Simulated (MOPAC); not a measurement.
MOPAC input (PM3):

```
PM3 FORCE THERMO(298,298) PRECISE LET GEO-OK AUX(PRECISION=9) THREADS=1
C2H6GeO2

C     2.82087939 1    0.09025897 1   -0.28011311 1
C     1.38532490 1   -0.17847216 1    0.03944657 1
O     0.89657399 1   -1.04361977 1    0.76282509 1
O     0.45259023 1    0.59273404 1   -0.50432929 1
Ge   -1.23540984 1    0.09968141 1    0.01208488 1
H     2.99980910 1    0.00456504 1   -1.35978393 1
H     3.48195747 1   -0.61850646 1    0.23413258 1
H     3.10222514 1    1.10601904 1    0.02664521 1
H    -1.69421370 1   -1.28012657 1   -0.42008352 1
H    -1.55315711 1    0.23656675 1    1.48906392 1
H    -2.08628818 1    1.11545643 1   -0.73201556 1
```

From the output:

```
     H   11   0.002403   0.001172   0.162801   0.162801   2.251030

          HEAT OF FORMATION =     -89.257876 KCALS/MOLE

          ZERO POINT ENERGY      45.701 KCAL/MOL

           NORMAL COORDINATE ANALYSIS (Total motion = 1 Angstrom)

   Root No.       1         2         3         4         5         6         7         8

                 1 A"      2 A"      3 A"      1 A'      2 A'      3 A'      4 A"      5 A"

                  48.8     122.8     155.2     261.3     379.9     494.6     528.0     577.6

           1    0.0000   -0.0000    0.0000   -0.0006    0.0830    0.0342   -0.0000   -0.0000
           2   -0.0000    0.0000   -0.0000   -0.0847   -0.0771    0.0126    0.0000   -0.0000
           3    0.0019   -0.0778    0.0134   -0.0000   -0.0000    0.0000   -0.0031    0.0006
           4   -0.0000    0.0000   -0.0000    0.0025    0.0677    0.0278    0.0000    0.0000
           5   -0.0000   -0.0000    0.0000    0.0706    0.0243   -0.0057   -0.0000   -0.0000
           6    0.0004    0.0286   -0.0040    0.0000    0.0000   -0.0000    0.0504    0.1143
           7   -0.0000    0.0000    0.0000   -0.0351    0.1186   -0.0333   -0.0000   -0.0000
           8    0.0000   -0.0000   -0.0000    0.0952   -0.0111    0.0379    0.0000    0.0000
           9   -0.0230    0.0544    0.0275    0.0000   -0.0000    0.0000   -0.0100   -0.0418
          10    0.0000    0.0000   -0.0000    0.0139   -0.0175    0.0110    0.0000   -0.0000
          11   -0.0000   -0.0000    0.0000    0.0773   -0.0180   -0.0248   -0.0000    0.0000
          12    0.0199    0.0892   -0.0526    0.0000   -0.0000   -0.0000    0.0111   -0.0490
          13    0.0000   -0.0000    0.0000    0.0044   -0.0494   -0.0069   -0.0000    0.0000
          14   -0.0000    0.0000   -0.0000   -0.0283    0.0193   -0.0107    0.0000   -0.0000
          15    0.0007   -0.0167    0.0025   -0.0000    0.0000   -0.0000   -0.0127    0.0074
          16    0.0125    0.0675   -0.0131    0.0608    0.1387    0.0220    0.0659    0.1553
          17    0.2483   -0.0204    0.0017   -0.1337   -0.1233    0.0240   -0.0032   -0.0058
          18   -0.1489   -0.0956    0.0182    0.0010    0.0009   -0.0008   -0.0314   -0.0674
          19    0.0000   -0.0000    0.0000   -0.1231   -0.0196    0.0594   -0.0000   -0.0000
          20   -0.0000    0.0000   -0.0000   -0.1338   -0.1200    0.0233    0.0000    0.0000
          21    0.2797   -0.1321    0.0217   -0.0000   -0.0000    0.0000   -0.0404   -0.0863
          22   -0.0125   -0.0675    0.0131    0.0608    0.1387    0.0220   -0.0659   -0.1553
          23   -0.2483    0.0204   -0.0017   -0.1337   -0.1233    0.0240    0.0032    0.0058
          24   -0.1489   -0.0956    0.0182   -0.0010   -0.0009    0.0008   -0.0314   -0.0674
          25   -0.0102   -0.0912    0.0053    0.0221   -0.0421   -0.1379    0.2387   -0.1069
          26   -0.0260   -0.0788   -0.2373   -0.0442    0.0196    0.1542    0.0073   -0.0148
          27   -0.0187   -0.1045   -0.1250    0.0007    0.0007    0.0182    0.1262   -0.0654
          28    0.0102    0.0912   -0.0053    0.0221   -0.0421   -0.1379   -0.2387    0.1069
          29    0.0260    0.0788    0.2373   -0.0442    0.0196    0.1542   -0.0073    0.0148
          30   -0.0186   -0.1045   -0.1249   -0.0007   -0.0007   -0.0182    0.1262   -0.0654
          31    0.0000    0.0000    0.0000   -0.0435   -0.0144    0.2830    0.0000   -0.0000
          32   -0.0000   -0.0000   -0.0000   -0.0436    0.0282    0.1014   -0.0000    0.0000
          33    0.0276    0.0444    0.2968   -0.0000    0.0000    0.0000    0.1858   -0.1093

   Root No.       9        10        11        12        13        14        15        16

                 4 A'      5 A'      6 A"      6 A'      7 A'      8 A'      7 A"      9 A'

                 599.0     705.1     739.1     742.7     836.7     990.0    1008.0    1025.4

           1   -0.0607   -0.0029    0.0000   -0.0133   -0.0234   -0.0081   -0.0000    0.1092
           2   -0.0085    0.0004    0.0000    0.0013   -0.0139   -0.0702    0.0000   -0.0083
           3    0.0000    0.0000    0.0007    0.0000    0.0000   -0.0000   -0.0769   -0.0000
           4   -0.0370   -0.0026    0.0000   -0.0040   -0.0113    0.0143    0.0000   -0.0682
           5    0.0353   -0.0045   -0.0000    0.0087   -0.0294    0.0042   -0.0000   -0.0080
           6    0.0000   -0.0000    0.0035    0.0000   -0.0000   -0.0000    0.0827    0.0000
           7    0.0563   -0.0013   -0.0000    0.0066    0.0163    0.0189   -0.0000   -0.0409
           8   -0.0378   -0.0050    0.0000   -0.0005   -0.0531    0.0235    0.0000   -0.0663
           9   -0.0000   -0.0000   -0.0039   -0.0000   -0.0000    0.0000   -0.0127   -0.0000
          10   -0.0332    0.0192   -0.0000   -0.0034    0.1668   -0.0363   -0.0000   -0.0530
          11    0.0335    0.0085    0.0000    0.0000    0.0964    0.0078    0.0000    0.0821
          12    0.0000    0.0000   -0.0082    0.0000    0.0000    0.0000   -0.0084    0.0000
          13    0.0137   -0.0137   -0.0000   -0.0034   -0.0299    0.0035   -0.0000    0.0054
          14   -0.0071   -0.0035    0.0000    0.0040   -0.0046    0.0006   -0.0000   -0.0015
          15   -0.0000    0.0000   -0.0043    0.0000    0.0000    0.0000   -0.0001   -0.0000
          16   -0.0337   -0.0088    0.0045   -0.0085   -0.1025   -0.2131   -0.3409    0.1639
          17   -0.0350    0.0054   -0.0000   -0.0043    0.0518    0.0860    0.0003   -0.0019
          18    0.0024   -0.0001   -0.0013    0.0009   -0.0016    0.0009    0.0800   -0.0231
          19   -0.1251    0.0086    0.0000   -0.0293    0.1251    0.3457    0.0000    0.2248
          20   -0.0352    0.0052    0.0000   -0.0051    0.0478    0.0740   -0.0000    0.0334
          21    0.0000    0.0000   -0.0017    0.0000    0.0000   -0.0000    0.1129   -0.0000
          22   -0.0337   -0.0088   -0.0045   -0.0085   -0.1025   -0.2131    0.3409    0.1639
          23   -0.0350    0.0054    0.0000   -0.0043    0.0518    0.0860   -0.0003   -0.0019
          24   -0.0024    0.0001   -0.0013   -0.0009    0.0016   -0.0009    0.0800    0.0231
          25   -0.0823    0.3166   -0.1879    0.0497   -0.1327    0.0097    0.0026   -0.0012
          26    0.1494    0.0905    0.2224   -0.2462    0.0013   -0.0019   -0.0009   -0.0036
          27    0.0310    0.1968    0.0386   -0.1114   -0.0577    0.0034    0.0002   -0.0068
          28   -0.0823    0.3166    0.1879    0.0497   -0.1327    0.0097   -0.0026   -0.0012
          29    0.1494    0.0905   -0.2224   -0.2462    0.0013   -0.0019    0.0009   -0.0036
          30   -0.0310   -0.1968    0.0386    0.1114    0.0577   -0.0034    0.0002    0.0068
          31    0.1710    0.1451    0.0000    0.3471    0.0080    0.0085   -0.0000    0.0603
          32    0.0656    0.0502   -0.0000    0.1074    0.0058    0.0047   -0.0000    0.0280
          33    0.0000    0.0000    0.3810    0.0000    0.0000    0.0000    0.0003    0.0000

   Root No.      17        18        19        20        21        22        23        24

                10 A'      8 A"     11 A'     12 A'     13 A'      9 A"     14 A'     15 A'

                1362.6    1384.4    1388.5    1525.2    1910.4    1913.1    1924.3    1998.6

           1    0.0757   -0.0000    0.0297    0.0937   -0.0187    0.0000   -0.0119    0.0009
           2    0.0220    0.0000   -0.0370   -0.0297   -0.0036    0.0000   -0.0027    0.0003
           3   -0.0000   -0.0429   -0.0000   -0.0000   -0.0000    0.0001   -0.0000    0.0000
           4    0.0098   -0.0000    0.0076   -0.2040    0.0967    0.0000    0.0620   -0.0054
           5   -0.0139    0.0000   -0.0076    0.2338    0.0850   -0.0000    0.0579   -0.0038
           6   -0.0000   -0.0012   -0.0000    0.0000    0.0000    0.0003    0.0000   -0.0000
           7   -0.0091   -0.0000   -0.0033    0.0026   -0.0515    0.0000   -0.0342    0.0030
           8   -0.0104   -0.0000   -0.0048   -0.0183   -0.0682    0.0000   -0.0435    0.0031
           9   -0.0000   -0.0003   -0.0000    0.0000   -0.0000   -0.0006   -0.0000   -0.0000
          10   -0.0111    0.0000   -0.0064    0.0908   -0.0054   -0.0000   -0.0019    0.0029
          11    0.0188   -0.0000    0.0092   -0.1421    0.0034    0.0000   -0.0021   -0.0005
          12    0.0000   -0.0001    0.0000   -0.0000   -0.0000   -0.0018   -0.0000    0.0000
          13    0.0003    0.0000    0.0001    0.0000    0.0004   -0.0000   -0.0007    0.0041
          14   -0.0001    0.0000    0.0000    0.0006    0.0068    0.0000   -0.0064   -0.0007
          15    0.0000   -0.0000    0.0000   -0.0000    0.0000   -0.0097   -0.0000   -0.0000
          16   -0.2599    0.1389   -0.0290   -0.1114   -0.0114    0.0001   -0.0079    0.0005
          17   -0.0753   -0.2171    0.2857    0.0680    0.0002   -0.0000    0.0005   -0.0001
          18    0.1739    0.0507   -0.1563    0.0223   -0.0009    0.0001   -0.0007    0.0002
          19   -0.2021    0.0000   -0.2429    0.0753    0.0185    0.0000    0.0131   -0.0010
          20   -0.0787   -0.0000   -0.1121   -0.0207    0.0101    0.0000    0.0066   -0.0004
          21   -0.0000    0.4302   -0.0000   -0.0000    0.0000    0.0001    0.0000   -0.0000
          22   -0.2599   -0.1389   -0.0290   -0.1114   -0.0114   -0.0001   -0.0079    0.0005
          23   -0.0753    0.2171    0.2857    0.0680    0.0002    0.0000    0.0005   -0.0001
          24   -0.1739    0.0507    0.1563   -0.0223    0.0009    0.0001    0.0007   -0.0002
          25   -0.0001    0.0000    0.0001    0.0004   -0.0769   -0.2008    0.0861   -0.1158
          26    0.0001    0.0000   -0.0001   -0.0013   -0.0761   -0.2204    0.0746   -0.1423
          27   -0.0008   -0.0001   -0.0000    0.0061    0.1678    0.3770   -0.1707    0.2553
          28   -0.0001   -0.0000    0.0001    0.0004   -0.0769    0.2008    0.0861   -0.1158
          29    0.0001   -0.0000   -0.0001   -0.0013   -0.0761    0.2203    0.0746   -0.1422
          30    0.0008   -0.0001    0.0000   -0.0061   -0.1678    0.3770    0.1707   -0.2553
          31    0.0046    0.0000    0.0019   -0.0248    0.1011   -0.0000   -0.1425   -0.1044
          32    0.0044    0.0000    0.0022   -0.0414   -0.2934    0.0000    0.3710    0.3341
          33    0.0000   -0.0000    0.0000   -0.0000   -0.0000   -0.0259    0.0000    0.0000

   Root No.      25        26        27

                10 A"     16 A'     17 A'

                3082.9    3090.2    3173.8

           1   -0.0000    0.0005    0.0246
           2    0.0000   -0.0525   -0.0001
           3   -0.0582   -0.0000   -0.0000
           4   -0.0000   -0.0003    0.0009
           5   -0.0000   -0.0003    0.0001
           6   -0.0000    0.0000    0.0000
           7   -0.0000    0.0005   -0.0002
           8   -0.0000    0.0002   -0.0002
           9   -0.0002   -0.0000    0.0000
          10    0.0000   -0.0003   -0.0001
          11   -0.0000    0.0001    0.0001
          12   -0.0001    0.0000   -0.0000
          13    0.0000    0.0000    0.0000
          14    0.0000    0.0000   -0.0000
          15   -0.0000   -0.0000   -0.0000
          16    0.1590    0.0820   -0.0981
```
